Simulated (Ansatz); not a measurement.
`CB[Si]1(N)C=N1`, charge 0, multiplicity 1.

(1) Give a relaxed structure at PBE0-D4/def2-TZVP (Ansatz 0.2.0). (An estimate is asked.)

Results:

(1) Ansatz gave: 
Cartesian coordinates in Å:
```
C -1.602 1.464 -0.509
B -0.416 0.592 -1.006
Si 0.696 -0.570 0.142
N 0.415 -0.503 1.825
C 1.536 -2.003 -0.539
N 2.354 -1.037 -0.431
H -2.422 1.527 -1.231
H -1.999 1.218 0.477
H -1.198 2.489 -0.449
H -0.105 0.620 -2.163
H 0.144 0.360 2.267
H 0.874 -1.125 2.470
H 1.723 -3.033 -0.853
```
This is one stationary point; other conformers may exist.
